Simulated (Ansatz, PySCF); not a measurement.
The pair A = CH3Cl (SMILES CCl) (first 5 atoms), B = CH2O (SMILES C=O); geometry from B3LYP-D3(BJ)/def2-TZVP.
(charge 0, multiplicity 1):
```json
[
 {"atom": "C", "x (Å)": "-0.6485", "y (Å)": "-0.9359", "z (Å)": "-0.1772"},
 {"atom": "Cl", "x (Å)": "0.2849", "y (Å)": "0.6019", "z (Å)": "-0.1570"},
 {"atom": "H", "x (Å)": "-1.6108", "y (Å)": "-0.7362", "z (Å)": "-0.6379"},
 {"atom": "H", "x (Å)": "-0.0857", "y (Å)": "-1.6604", "z (Å)": "-0.7573"},
 {"atom": "H", "x (Å)": "-0.7688", "y (Å)": "-1.2674", "z (Å)": "0.8498"},
 {"atom": "C", "x (Å)": "0.3792", "y (Å)": "0.3195", "z (Å)": "2.9999"},
 {"atom": "O", "x (Å)": "-0.2330", "y (Å)": "-0.7086", "z (Å)": "3.1147"},
 {"atom": "H", "x (Å)": "-0.1213", "y (Å)": "1.3048", "z (Å)": "3.0143"},
 {"atom": "H", "x (Å)": "1.4779", "y (Å)": "0.3375", "z (Å)": "2.8811"}
]
```

Frozen-core correlation. CBS: X⁻³ extrapolation of the correlation energy, Hartree–Fock from the larger set. MP2 and its Hartree–Fock in aug-cc-pV(T+d)Z are density fitted.

Programs: Ansatz (an electronic-structure program) with Gaussian orbitals; PySCF for the dispersion terms. Each number belongs to the level named beside it.

The monomers are drawn apart, rigid, along the line of their centres of mass. Counterpoise-corrected interaction energies (kcal/mol):

| level | R = 4.195 Å | R = 5.153 Å |
|---|---|---|
| PBE/def2-TZVPPD | -1.3580 | -0.5983 |
| PBE-D3(BJ)/def2-TZVPPD | -1.8788 | -0.7784 |
| wB97M-V/def2-TZVPPD | -1.7476 | -0.7825 |
| MP2/CBS(aug-cc-pV(D+d)Z, aug-cc-pV(T+d)Z) + ΔCCSD(T)/aug-cc-pV(D+d)Z | -1.7245 | -0.7462 |

Q: R is the distance of the centres of mass. Find the local exponent m of E ∝ R⁻ᵐ between the two points.

A: 
m = ln(E₁/E₂)/ln(R₂/R₁): PBE/def2-TZVPPD 4.0; PBE-D3(BJ)/def2-TZVPPD 4.3; wB97M-V/def2-TZVPPD 3.9; MP2/CBS(aug-cc-pV(D+d)Z, aug-cc-pV(T+d)Z) + ΔCCSD(T)/aug-cc-pV(D+d)Z 4.1. For scale, two fixed dipoles give m = 3, dipole and quadrupole 4, quadrupoles 5, and dispersion or dipole-induced dipole 6 at long range; at these distances several terms mix, and what is left of overlap and damping shifts m, so it need not match one of them.
